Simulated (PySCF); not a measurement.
Point-charge models of `F[Si@H]1C[C@H]([SiH]([SiH3])[SiH3])C1` against its computed dipole.

Coordinates (GFN2-xTB, Å) and charges (e) from the PBE0/pcSseg-1 density (PySCF):

| atom | x | y | z | Mulliken | IAO | Hirshfeld | ESP-fitted |
| --- | --- | --- | --- | --- | --- | --- | --- |
| F1 | 4.108 | -0.205 | -0.853 | -0.4238 | -0.5302 | -0.2108 | -0.3350 |
| Si2 | 2.974 | -0.329 | 0.297 | +1.0563 | +1.2112 | +0.4620 | +0.8033 |
| C3 | 1.640 | 1.023 | 0.189 | -0.4971 | -0.5709 | -0.1683 | -0.5500 |
| C4 | 0.643 | 0.020 | -0.451 | -0.5265 | -0.3454 | -0.1096 | +0.2434 |
| Si5 | -1.100 | 0.020 | 0.334 | +0.0618 | +0.2989 | +0.1821 | +0.0205 |
| Si6 | -2.322 | -1.732 | -0.578 | +0.2563 | +0.2892 | +0.2102 | +0.2078 |
| Si7 | -1.982 | 2.163 | 0.178 | +0.2566 | +0.2894 | +0.2103 | +0.2030 |
| C8 | 1.437 | -1.301 | -0.262 | -0.4973 | -0.5708 | -0.1684 | -0.5578 |
| H9 | 3.740 | -0.628 | 1.490 | -0.1160 | -0.1428 | -0.0709 | -0.1354 |
| H10 | 1.845 | 1.895 | -0.429 | +0.1562 | +0.1549 | +0.0413 | +0.1448 |
| H11 | 1.296 | 1.388 | 1.156 | +0.1539 | +0.1439 | +0.0336 | +0.1200 |
| H12 | 0.565 | 0.234 | -1.520 | +0.1578 | +0.1438 | +0.0370 | +0.0315 |
| H13 | -0.820 | -0.282 | 1.763 | -0.0021 | -0.0965 | -0.0789 | -0.0462 |
| H14 | -2.420 | -1.638 | -2.038 | -0.0592 | -0.0975 | -0.0751 | -0.0793 |
| H15 | -3.696 | -1.723 | -0.066 | -0.0575 | -0.0977 | -0.0770 | -0.0689 |
| H16 | -1.790 | -3.069 | -0.295 | -0.0563 | -0.0915 | -0.0701 | -0.0634 |
| H17 | -2.052 | 2.633 | -1.209 | -0.0593 | -0.0976 | -0.0750 | -0.0783 |
| H18 | -1.241 | 3.191 | 0.915 | -0.0563 | -0.0916 | -0.0700 | -0.0618 |
| H19 | -3.352 | 2.195 | 0.699 | -0.0575 | -0.0977 | -0.0769 | -0.0675 |
| H20 | 1.513 | -1.903 | -1.165 | +0.1562 | +0.1548 | +0.0412 | +0.1478 |
| H21 | 1.005 | -1.935 | 0.511 | +0.1538 | +0.1439 | +0.0336 | +0.1216 |

Problem. Compute μ = Σ q r for each scheme (1 e·Å = 4.803 D) and compare with the dipole of the full density.

Solution. The full density gives (-0.44, -0.13, 0.87) D, 0.98 D in size; dipole vectors point from the negative to the positive end.

```tsv
scheme	μx	μy	μz	size (D)	share of the full size (%)	angle to the full dipole (°)
Mulliken	-1.27	-0.42	2.78	3.09	314	2
IAO	-1.20	-0.44	2.80	3.08	313	3
Hirshfeld	-0.28	-0.15	0.94	1.00	101	10
ESP-fitted	-0.48	-0.13	0.92	1.04	106	1
```

Problem. Which set comes closest?

Solution. Length of the difference vector: ESP-fitted 0.06 D, Hirshfeld 0.17 D, IAO 2.10 D, Mulliken 2.10 D. Closest: ESP-fitted. ESP charges are fitted to the potential around the molecule, whose slowest-falling term is the dipole's. 

Problem. What is left for the Hirshfeld atoms' own dipoles?

Solution. The shares of the density sum to the whole, so what Σ q r misses lies in dipoles about the nuclei. The atomic dipoles sum to (-0.44, -0.13, 0.87) − (-0.28, -0.15, 0.94) = (-0.16, 0.02, -0.07) D, 0.17 D in size.

Problem. With the origin at the mean of the coordinates, (0.000, 0.001, -0.064) Å, which are the largest single terms, by size, of the Mulliken dipole along the direction of the full one?

Solution. F1 +5.07, Si2 -4.84, C4 +1.60, C8 +1.54, C3 +1.51 D; all 21 atoms together +3.08 D. The single terms depend on the origin, their sum doesn't.

Problem. Give the size of the full dipole in other units.

Solution. 0.98 D = 0.387 au = 0.205 e·Å = 3.28 × 10⁻³⁰ C·m.

Geometry: GFN2-xTB, one conformer, isolated molecule.

These values come from a run that also computed NMR shieldings. On an Intel Xeon at 2.50 GHz with one thread (shared host), this took 2.3 min of wall time and 0.97 GiB of memory at its peak.

The values belong to the conformer `[F:1][Si@H:2]1[CH2:3][C@H:4]([SiH:5]([SiH3:6])[SiH3:7])[CH2:8]1`: C3–C4–Si5–Si6 -173°.
